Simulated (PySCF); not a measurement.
**C₆ coefficients of unlike pairs at PBE0**

Calculated with PySCF 2.14 from the dipole response of each species, C₆(A,B) = (3/π) ∫ α_A(iu) α_B(iu) du, in atomic units, from isotropic polarisabilities. For ions this is the dispersion term alone; charge-induced terms of lower order in 1/R come first.

```json
{"species": "Kr³⁺", "configuration": "[Ar] 3d10 4s2 4p3 (4S)", "basis": "aug-cc-pVTZ-PP with ECP10MDF (6s5p4d2f)", "relativity": "core potential", "α (bohr³)": "5.475", "C₆ (like pair)": "21.09"}
{"species": "Te³⁺", "configuration": "[Kr] 4d10 5s2 5p1 (2P)", "basis": "def2-QZVPPD with the def2 core potential (28 electrons) (8s7p5d4f1g)", "relativity": "core potential", "α (bohr³)": "10.61", "C₆ (like pair)": "56.27"}
{"species": "Ar³⁺", "configuration": "[Ne] 3s2 3p3 (4S)", "basis": "aug-cc-pwCVDZ (6s5p3d)", "relativity": "none", "α (bohr³)": "3.595", "C₆ (like pair)": "9.736"}
{"species": "Be²⁺", "configuration": "1s2 (1S)", "basis": "aug-cc-pVDZ (4s3p2d)", "relativity": "none", "α (bohr³)": "0.02308", "C₆ (like pair)": "0.001772"}
```

(1) Estimate C₆ for Be²⁺ with Kr³⁺.

No spin-orbit coupling is included.

The other pairs:

| pair | C₆ |
| --- | --- |
| Ar³⁺, Kr³⁺ | 14.31 |
| Be²⁺, Te³⁺ | 0.2403 |
| Be²⁺, Ar³⁺ | 0.1055 |
| Te³⁺, Kr³⁺ | 34.13 |
| Ar³⁺, Te³⁺ | 23.10 |

Results:

(1) The integral gives 0.1505. The combination rule 2 C_A C_B / (C_A α_B/α_A + C_B α_A/α_B) gives 0.1468 and the geometric mean 0.1933.
